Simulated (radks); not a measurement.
Question: These are the eigenvalues of the occupied orbitals of an atom or ion with whole-number occupations (eV). Method: scalar-relativistic Kohn-Sham, PBEsol, spin-polarised, spherical densities, finite nucleus; Fermi nuclear charge, rms radius of each element as measured or else 0.836 A^(1/3) + 0.57 fm; computed with a radial shooting solver on a logarithmic mesh with Libxc functionals.

1s up: -43508.91
1s down: -43508.77
2s up: -7146.516
2s down: -7146.422
2p up: -6403.749
2p down: -6403.629
3s up: -1652.629
3s down: -1651.730
3p up: -1418.314
3p down: -1417.409
3d up: -1092.770
3d down: -1092.044
4s up: -430.2255
4s down: -428.0409
4p up: -352.8605
4p down: -350.6577
4d up: -242.5607
4d down: -240.2779
5s up: -148.9092
5s down: -145.8318
5p up: -125.4320
4f up: -122.8131
6s up: -74.4344

Which element is it, and in what charge state? The configuration may be excited. Open shells, if any, are filled with parallel spins first.

Answer: Z = 60, neodymium, charge +8: Nd8+ in [Kr] 4d10 4f2 5s2 5p1 6s1. The list shows which subshells hold electrons but not how many an open one holds; the 1s level, -1598.9 hartree, gives Z - s = 56.5 by -(Z - s)^2/2, which with screening and relativity narrows Z to a few neighbours, and the depths of the outer levels then fix element, charge and occupations together.
